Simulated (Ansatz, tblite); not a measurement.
Cost and result up the ladder for Si5Ge3 (8 atoms). The state is a singlet with charge 0. Geometry: r2SCAN-D4/def2-SVP.

```xyz
8

Si   -1.125    0.247   -0.711
Si   -0.290   -1.914   -0.047
Si    1.256   -0.030    0.513
Si    0.849   -0.162   -1.986
Si   -0.818   -0.143    1.760
Ge    2.147   -1.887   -0.661
Ge    0.249    2.212    0.340
Ge   -2.267    1.677    0.792
```

Ansatz on 4 threads of Intel Xeon 6975P-C on a shared host; xTB runs through tblite on one thread. Times are rough, summed over both states, and most runs start from the orbitals of an earlier one. PBE0-D4/def2-SVP serves as the yardstick here, not as an exact answer. The other state is a doublet.

The xTB rows come from tblite. The structure comes from a short search, and lower isomers may exist.

Raw xTB energies of ions are shifted by several eV.

```tsv
level	functions	vertical IE (eV)	difference from PBE0-D4/def2-SVP (eV)
GFN2-xTB	72	8.70	1.36
GFN1-xTB	72	11.11	3.77
PBE0-D4/def2-SVP	186	7.34	0.00
PBE-D4/def2-SVP	186	7.22	-0.12
```

Task: Estimate how long each takes.

Result: GFN1-xTB 0.036 s; GFN2-xTB 0.078 s; PBE-D4/def2-SVP 5.4 s; PBE0-D4/def2-SVP 15 s. On shared hardware such times vary by a factor of up to 3.
